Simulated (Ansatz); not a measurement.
Ideal-gas functions of CBrF₂I (`FC(F)(Br)I`) at 600 K and 1 bar, from an Ansatz frequency run at PBE0-D4/def2-TZVP.

Molar mass 256.82 g/mol, point group Cs (symmetry number 1), electronic degeneracy 1, moments of inertia 166.483, 623.152, 702.171 u Å². Harmonic wavenumbers (cm⁻¹, unscaled): 137, 262, 283, 336, 348, 626, 789, 1112, 1175.

Use S(trans) = R[1.5 ln M + 2.5 ln T − 1.1517]; rotational temperatures θ = 24.2544 K / I; S(rot) = R[ln(√π/σ · √(T³/θAθBθC)) + 1.5]; for each mode x = 1.438777 ν̃/T, S = R[x/(eˣ − 1) − ln(1 − e⁻ˣ)] and H = RT x/(eˣ − 1); 1 cm⁻¹ = 0.0119627 kJ/mol; R = 8.31446 J/(mol·K).

Task: By hand: the entropy, in J/(mol·K).

Result: Translation 192.6. Rotation: θ = 0.1457, 0.0389, 0.0345 K, giving 132.5. Vibration, mode by mode: 17.61, 12.31, 11.70, 10.33, 10.06, 5.68, 4.15, 2.25, 2.00, in all 76.1. Electronic 0.0. Sum 401.2 J/(mol·K).

Task: By hand: H − E and G − E in kJ/mol, counted from the electronic energy.

Result: Zero-point energy ½ × 5068 × 0.0119627 = 30.3; thermal vibration 23.4; translation, rotation and pV give 4 RT = 20.0. H − E = 73.7 kJ/mol, and G − E = 73.7 − 600 × 401.2/1000 = -167.0 kJ/mol.

Vibration gives 19 % of the entropy, 17.6 J/(mol·K) of it from the mode under 150 cm⁻¹: soft modes count most, and the harmonic formula is weakest for them.
